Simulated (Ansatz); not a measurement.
Isomers of Na$_{2}$Te⁺ (doublet), relaxed with r2SCAN-D4/def2-TZVP; total energies from Ansatz at CCSD(T)/def2-TZVPP.

| isomer | description | energy (Eh) |
| --- | --- | --- |
| A | point group D∞h; 2 × Na–Te 2.92 Å | -591.40726 |
| B | point group C2v; 2 × Na–Te 2.93 Å | -591.40727 |

In the def2 sets Te takes a core potential; there is no spin–orbit coupling. Correlated methods freeze 6 core orbitals; core or outer-core shells of Na, Te are correlated, in sets that lack core-valence functions.

The isomers come from a short search, and lower ones may exist.

Q: Work out the relative energies (1 Eh = 2625.5 kJ/mol) and the Boltzmann populations at 1200 K from electronic energies alone (R = 8.314 J/mol/K).

A: ΔE: A 0.0, B 0.0 kJ/mol. RT = 9.98 kJ/mol. Factors exp(−ΔE/RT): A 1, B 1; sum 2.000. Populations: A 50.0 %, B 50.0 %. Zero-point energy, vibrational entropy and symmetry numbers are left out and can shift these; an error of 4 kJ/mol changes a ratio by a factor of 1.5. Over the other density-functional and correlated levels in def2 sets, the gap between A and B ranges from -4 to -2 kJ/mol.
